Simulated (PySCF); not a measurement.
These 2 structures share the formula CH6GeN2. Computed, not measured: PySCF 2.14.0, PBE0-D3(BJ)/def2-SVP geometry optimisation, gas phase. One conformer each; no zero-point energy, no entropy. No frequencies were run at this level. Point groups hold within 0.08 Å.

Question: Rank from lowest to highest electronic energy at this level (kcal/mol).
A. `[CH2:1]=[N:2][GeH2:3][NH2:4]` with C1–N2–Ge3–N4 -123°, N2–Ge3–N4–H 64° and -63°
B. `[H]/[N:1]=[CH:2]\[GeH2:3][NH2:4]` with N1–C2–Ge3–N4 -121°, C2–Ge3–N4–H 52° and -75°

Answer: A (0.0), B (6.1).

```json
{"SMILES": "C=[N][GeH2][NH2]", "E (Eh)": "-2227.39628", "E rel (kcal/mol)": "0.0", "dipole (D)": "1.17", "point group": "C1", "A, B, C (MHz)": "12141, 3011, 2673"}
{"SMILES": "[H]/N=[CH]\\[GeH2][NH2]", "E (Eh)": "-2227.38664", "E rel (kcal/mol)": "6.1", "dipole (D)": "1.63", "point group": "C1", "A, B, C (MHz)": "12046, 2716, 2455"}
```
